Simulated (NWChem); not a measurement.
System: GeCl2F2; SMILES [F][Ge]([F])([Cl])[Cl]

All runs: NWChem. Each level has its own optimisation; frequencies are unscaled.

For level PBE0/def2-SVP:

```yaml
r F–Ge (Å): 1.711
r Cl–Ge (Å): 2.108
highest harmonic frequency (cm⁻¹): 776
dipole (D): 1.19
```

Task: How do the values read with level Hartree-Fock/3-21G instead?

Result: 
* **r F–Ge (Å)**: 1.670
* **r Cl–Ge (Å)**: 2.168
* **highest harmonic frequency (cm⁻¹)**: 919
* **dipole (D)**: 0.14
